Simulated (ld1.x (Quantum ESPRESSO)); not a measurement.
How hard is this silver PAW potential?

ld1.x (Quantum ESPRESSO) 7.5 input, shortened:

```
&input
   title='Ag', zed=47., rel=1, dft='PBE', iswitch=3,
   config='[Kr] 4d9 5s2 5p0'
 /
 &inputp
   pseudotype=3, lpaw=.true., tm=.true., lloc=-1, rcloc=2.30,
   nlcc=.true., new_core_ps=.true., rcore=0.75,
   which_augfun='PSQ', rmatch_augfun=1.20
 /
6
5S  1  0   2.00   0.00  1.90  2.10  0.0
5S  1  0   0.00   0.65  1.90  2.10  0.0
5P  2  1   0.00   0.00  2.80  3.00  0.0
5P  2  1   0.00   2.10  2.80  3.00  0.0
4D  3  2   9.00   0.00  1.35  1.50  0.0
4D  3  2   0.00   1.00  1.35  1.50  0.0
 &test
   configts(1)='4d9 5s2 5p0'
 /
```

The pseudo-atom Hamiltonian at the reference potential is diagonalised in spherical Bessel functions j_l(qr) that vanish at 20 bohr, with q² up to the cutoff. All-electron valence levels (Ry): 5s -0.4081, 5p -0.0903, 4d -0.7872.

Question: How do the lowest levels (Ry) of each channel move with the cutoff, and are there ghosts?

Answer:

```
cutoff (Ry)     s #1     p #1     d #1    f #1  Σ f·Δε (mRy)
          8  -0.4072  -0.0903   0.0507  0.1120        7543.3
         12  -0.4078  -0.0903  -0.0233  0.1120        6875.7
         18  -0.4080  -0.0903  -0.3415  0.1120        4012.0
         21  -0.4080  -0.0903  -0.4756  0.1120        2805.1
         30  -0.4081  -0.0903  -0.7019  0.1120         768.3
         40  -0.4081  -0.0903  -0.7806  0.1120          60.0
         50  -0.4081  -0.0903  -0.7864  0.1120           7.5
         60  -0.4081  -0.0903  -0.7865  0.1120           6.7
         70  -0.4081  -0.0903  -0.7869  0.1120           3.2
         90  -0.4081  -0.0903  -0.7871  0.1120           0.8
        110  -0.4081  -0.0903  -0.7872  0.1120           0.5
        400  -0.4081  -0.0903  -0.7872  0.1120           0.0
```

Result: no extra level below or beside the all-electron valence levels (s, p, d, f tested); 10 mRy is reached at 50 Ry and 1 mRy at 90 Ry.

Test run stopped at test 1 of 7 (negative rho).
